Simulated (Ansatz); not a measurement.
Start from `FC[CH2][SnH3]` and change one atom or group to get `FCC[SiH3]`.

Ansatz, PBE0-D4/def2-TZVP geometries, multiplicity 1. Each molecule was computed in one conformer, which needn't be the lowest.

Elements past krypton have def2 core potentials.

```tsv
property	`FC[CH2][SnH3]`
HOMO–LUMO gap (PBE0/def2-TZVPP) / eV	8.65
HOMO energy (PBE0/def2-TZVPP) / eV	-8.51
HOMO energy (PBE/def2-TZVPP) / eV	-7.27
size of the dipole moment (ωB97M-V/def2-TZVPP) / D	1.47
LUMO energy (PBE0/def2-TZVPP) / eV	0.13
LUMO energy (B3LYP/def2-TZVPP) / eV	-0.12
```

(1) What does the change do to each property? (Estimate.)

Results:

(1) The calculation gave: 
```
                                          property  `FCC[SiH3]`  shift
              HOMO–LUMO gap (PBE0/def2-TZVPP) / eV         9.52   0.87
                HOMO energy (PBE0/def2-TZVPP) / eV        -8.83  -0.32
                 HOMO energy (PBE/def2-TZVPP) / eV        -7.43  -0.16
size of the dipole moment (ωB97M-V/def2-TZVPP) / D         2.00   0.53
                LUMO energy (PBE0/def2-TZVPP) / eV         0.69   0.56
               LUMO energy (B3LYP/def2-TZVPP) / eV         0.43   0.55
```

With PBE0 the HOMO falls by 0.32 eV and the LUMO rises by 0.56 eV, so the gap widens by about 0.88 eV. PBE moves the HOMO by -0.16 eV and ωB97M-V by -0.42 eV. Dipoles are sizes alone; their direction can turn.

B3LYP here is the variant with VWN-RPA as its local correlation; programs differ in this.

Positive LUMOs are unbound, so they and the gaps depend on the basis.
